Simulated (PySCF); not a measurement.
Compound: C₈H₁₆O.
Geometry (GFN2-xTB, Å), atoms numbered from 1 in this order:
```
atom  x, y, z in Å
C1     3.415    0.064   -0.563
O2     2.177    0.623   -0.913
C3     1.061    0.100   -0.210
C4     0.646   -1.288   -0.711
C5    -0.621   -1.753   -0.002
C6    -1.757   -0.758   -0.217
C7    -1.362    0.627    0.295
C8    -2.488    1.634    0.080
C9    -0.086    1.091   -0.407
H10    3.490   -0.991   -0.849
H11    3.600    0.151    0.516
H12    4.170    0.633   -1.104
H13    1.308    0.035    0.864
H14    1.450   -2.006   -0.538
H15    0.473   -1.226   -1.787
H16   -0.911   -2.737   -0.376
H17   -0.422   -1.848    1.068
H18   -1.989   -0.696   -1.282
H19   -2.654   -1.102    0.302
H20   -1.159    0.553    1.370
H21   -3.393    1.312    0.592
H22   -2.711    1.734   -0.980
H23   -2.205    2.612    0.464
H24   -0.266    1.193   -1.479
H25    0.223    2.066   -0.028
```

Theory: PBE0/pcSseg-1 in PySCF (dipole) on a GFN2-xTB geometry, gas phase.

Take the most abundant isotopes and a rigid rotor. The values belong to one conformer with, in the numbering `[CH3:1][O:2][C@@H:3]1[CH2:4][CH2:5][CH2:6][C@H:7]([CH3:8])[CH2:9]1`, C1–O2–C3–C4 -76°, O2–C3–C4–C5 -175°, C3–C4–C5–C6 58°, C4–C5–C6–C7 -58°, C5–C6–C7–C8 180°.

Q: What are A, B and C (GHz)?

A: Ia = 176.45, Ib = 487.54, Ic = 622.12 u·Å²; 505379 MHz·u·Å²/I gives 2864, 1037 and 812.4 MHz, that is A = 2.8642, B = 1.0366, C = 0.8124 GHz.

Q: What kind of rotor is it?

A: An asymmetric top: κ = (2 × 1037 − 2864 − 812.4)/(2864 − 812.4) = -0.78.

Q: Is it planar, by Δ = Ic − Ia − Ib?

A: Not planar: Δ = Ic − Ia − Ib = -41.87 u·Å². For a rigid frame Δ = −2 Σ m c², so Σ m c² = 20.94 u·Å² lies off the ab plane: 14.23 from hydrogen and 6.71 from heavier atoms. The atom farthest from that plane is 1.45 Å away.

Q: Where do the levels up to J = 4 lie, in K?

A: Above 0(0,0), as E/k:
J = 1: 1(0,1) 0.089, 1(1,1) 0.176, 1(1,0) 0.187
J = 2: 2(0,2) 0.265, 2(1,2) 0.343, 2(1,1) 0.375, 2(2,1) 0.639, 2(2,0) 0.639
J = 3: 3(0,3) 0.528, 3(1,3) 0.593, 3(1,2) 0.657, 3(2,2) 0.905, 3(2,1) 0.909, 3(3,1) 1.371, 3(3,0) 1.371
J = 4: 4(0,4) 0.874, 4(1,4) 0.924, 4(1,3) 1.032, 4(2,3) 1.259, 4(2,2) 1.273, 4(3,2) 1.727, 4(3,1) 1.728, 4(4,1) 2.378, 4(4,0) 2.378

Q: Which types of transition are allowed, and where do some lines up to J = 4 fall?

A: The dipole components are |μa| = 0.01 D, |μb| = 0.96 D, |μc| = 0.89 D. Intensities carry the squares of the components, which stand as 0.00 : 1.00 : 0.86 (a : b : c). Some lines, for components of 0.1 D or more:

```json
{"type": "b", "branch": "R", "J(Ka,Kc)": "3(1,2) ← 2(2,1)", "MHz": "388", "lower level (cm⁻¹)": "0.444"}
{"type": "c", "branch": "Q", "J(Ka,Kc)": "2(1,2) ← 2(0,2)", "MHz": "1623", "lower level (cm⁻¹)": "0.184"}
{"type": "b", "branch": "R", "J(Ka,Kc)": "4(1,3) ← 3(2,2)", "MHz": "2643", "lower level (cm⁻¹)": "0.629"}
{"type": "b", "branch": "R", "J(Ka,Kc)": "2(1,2) ← 1(0,1)", "MHz": "5301", "lower level (cm⁻¹)": "0.062"}
{"type": "c", "branch": "Q", "J(Ka,Kc)": "2(2,1) ← 2(1,1)", "MHz": "5483", "lower level (cm⁻¹)": "0.261"}
{"type": "b", "branch": "R", "J(Ka,Kc)": "4(0,4) ← 3(1,3)", "MHz": "5859", "lower level (cm⁻¹)": "0.412"}
{"type": "c", "branch": "R", "J(Ka,Kc)": "2(1,1) ← 1(0,1)", "MHz": "5974", "lower level (cm⁻¹)": "0.062"}
{"type": "b", "branch": "Q", "J(Ka,Kc)": "2(2,1) ← 2(1,2)", "MHz": "6155", "lower level (cm⁻¹)": "0.239"}
{"type": "b", "branch": "R", "J(Ka,Kc)": "3(1,3) ← 2(0,2)", "MHz": "6822", "lower level (cm⁻¹)": "0.184"}
{"type": "b", "branch": "R", "J(Ka,Kc)": "4(1,4) ← 3(0,3)", "MHz": "8263", "lower level (cm⁻¹)": "0.367"}
{"type": "b", "branch": "R", "J(Ka,Kc)": "2(2,1) ← 1(1,0)", "MHz": "9405", "lower level (cm⁻¹)": "0.130"}
{"type": "c", "branch": "R", "J(Ka,Kc)": "2(2,0) ← 1(1,0)", "MHz": "9424", "lower level (cm⁻¹)": "0.130"}
{"type": "c", "branch": "Q", "J(Ka,Kc)": "4(3,2) ← 4(2,2)", "MHz": "9479", "lower level (cm⁻¹)": "0.884"}
{"type": "b", "branch": "Q", "J(Ka,Kc)": "4(3,1) ← 4(2,2)", "MHz": "9487", "lower level (cm⁻¹)": "0.884"}
{"type": "c", "branch": "R", "J(Ka,Kc)": "3(2,2) ← 2(1,2)", "MHz": "11702", "lower level (cm⁻¹)": "0.239"}
{"type": "b", "branch": "Q", "J(Ka,Kc)": "4(4,0) ← 4(3,1)", "MHz": "13538", "lower level (cm⁻¹)": "1.201"}
{"type": "c", "branch": "R", "J(Ka,Kc)": "3(3,1) ← 2(2,1)", "MHz": "15257", "lower level (cm⁻¹)": "0.444"}
{"type": "b", "branch": "R", "J(Ka,Kc)": "3(3,0) ← 2(2,1)", "MHz": "15258", "lower level (cm⁻¹)": "0.444"}
{"type": "b", "branch": "R", "J(Ka,Kc)": "4(3,2) ← 3(2,1)", "MHz": "17046", "lower level (cm⁻¹)": "0.632"}
{"type": "c", "branch": "R", "J(Ka,Kc)": "4(3,1) ← 3(2,1)", "MHz": "17053", "lower level (cm⁻¹)": "0.632"}
{"type": "b", "branch": "R", "J(Ka,Kc)": "4(4,1) ← 3(3,0)", "MHz": "20976", "lower level (cm⁻¹)": "0.953"}
{"type": "c", "branch": "R", "J(Ka,Kc)": "4(4,1) ← 3(3,1)", "MHz": "20977", "lower level (cm⁻¹)": "0.953"}
{"type": "b", "branch": "R", "J(Ka,Kc)": "4(4,0) ← 3(3,1)", "MHz": "20977", "lower level (cm⁻¹)": "0.953"}
```

Q: Estimate the classical rotational partition function at 100 K, 200 K and 500 K.

A: Point group C1, symmetry number σ = 1; q = (√π/σ)·√((kT/h)³/(ABC)), k/h = 20836.6 MHz/K: 109000 at 100 K, 307000 at 200 K, 1210000 at 500 K.

No GFN2-xTB frequencies stand behind this structure, so it isn't proved a minimum. Zero-point vibration and centrifugal distortion are left out. A rigid rotor knows nothing of internal rotation, which can split or shift real lines.

On one thread of an Arm Neoverse V2, on a shared host, this took 52 s. This is the PBE0/pcSseg-1 job that gave the dipole, with the shieldings it also computed.
